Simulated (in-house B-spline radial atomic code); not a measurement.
Tl6+: 1s1 2s2 2p6 3s2 3p6 3d10 4s2 4p6 4d10 4f14 5s2 5p6 5d8 (with a hole in an inner shell)

All numbers are computed (Dirac-Hartree-Fock, average of configuration; Fermi nucleus of rms radius 5.4759 fm) with a radial B-spline atomic code at the basis-set limit, not measured.

Effective charges: Z_r = [3n² - l(l+1)]/(2<r>) from the radius, Z_e = n√(-2ε) from the energy, and Slater's rules. Values are occupation-weighted means over j. An effective charge above Z reflects the relativistic contraction of the inner shells.

```
shell  electrons   ε (eV)  <r> (bohr)    Z_r    Z_e  Slater
   1s          1   -87576     0.01629  92.11  80.23   81.00
   2s          2   -15910     0.06739  89.04  68.39   77.70
   2p          6   -13923     0.06101  81.96  63.98   77.70
   3s          2  -3955.2      0.1747  77.28  51.15   70.75
   3p          6  -3357.3      0.1754  71.27  47.13   70.75
   3d         10  -2654.3        0.16  65.64  41.90   60.85
   4s          2  -995.22      0.3859  62.19  34.21   54.25
   4p          6  -791.27      0.4078  56.40  30.50   54.25
   4d         10  -526.77      0.4299  48.84  24.89   42.85
   5s          2  -242.58      0.8624  43.48  21.11   24.35
   4f         14   -238.6       0.451  39.91  16.75   31.45
   5p          6  -181.35      0.9632  37.89  18.25   24.35
   5d          8  -104.02        1.19  28.99  13.82   11.55
```

The least bound orbital is 5d5/2 at -102.8 eV, and it is also the most diffuse (<r> = 1.203 bohr). The part-filled 1s shell lies below the filled 5p shell in orbital energy.

Spin-orbit splittings of the orbital energies (j = l + 1/2 above j = l - 1/2 when positive): 2p 2160 eV, 3p 488.1 eV, 3d 104.6 eV, 4p 121 eV, 4d 23.23 eV, 4f 5.227 eV, 5p 23.39 eV, 5d 3.107 eV.

For the 1s electron the small component carries 9.56 % of the norm, the zero-frequency Breit interaction raises the level by 120.5 eV, self-energy by 214 eV, and vacuum polarisation lowers it by 45.02 eV.
